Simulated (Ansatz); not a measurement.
CH3AlF (SMILES [CH3][Al+][F]), charge +1, singlet, at a GFN2-xTB geometry (such geometries of metal compounds can be far from the true shape); Ansatz (a quantum-chemistry and plane-wave program) with BLYP/STO-3G.

Input for Ansatz:
Ansatz 0.2 input:
```yaml
crystal:
  periodic: [false, false, false]
  atoms:
    - {symbol: Al, position_ang: [-0.00183823, -0.10873141, 0.07363465]}
    - {symbol: C, position_ang: [0.02551671, 1.50931262, -1.02213066]}
    - {symbol: H, position_ang: [-0.68819077, 2.23193081, -0.60584037]}
    - {symbol: H, position_ang: [-0.25953274, 1.24720788, -2.04921436]}
    - {symbol: H, position_ang: [1.03917499, 1.93021296, -1.00824476]}
    - {symbol: F, position_ang: [-0.02451719, -1.45019100, 0.98209255]}
basis:
  gaussian:
    orbitals: STO-3G
    final_grid: {core_spheres: 14, valence_spheres: 28, degree: 59}
hamiltonian:
  xc: blyp
total_charge: 1
```

The log (banner, timings and long lists left out):

```
Functional definition: BLYP
271 factors; integrals over basis functions are off by at most 8.9e-5 eV
mean field evaluation 1: about -10253.9126 eV, gradient 4.3e1 eV
mean field evaluation 2: about -10103.4269 eV, gradient 2.3e2 eV
mean field evaluation 4: about -10261.0109 eV, gradient 1.6e1 eV
mean field evaluation 8: about -10261.7178 eV, gradient 2.3e-1 eV
mean field -10261.71802024 eV, -377.1111816017 hartree, gradient 3.2e-5 eV, S^2 0.000000; 0 other end points of the search recorded, 0 dependent functions left out
reference -10261.71822548 eV, -377.1111891439 hartree; 15, 15 occupied and 7, 7 virtual orbitals, 271 factors
Total energy: -10261.71822548 eV, -377.1111891439 hartree
```
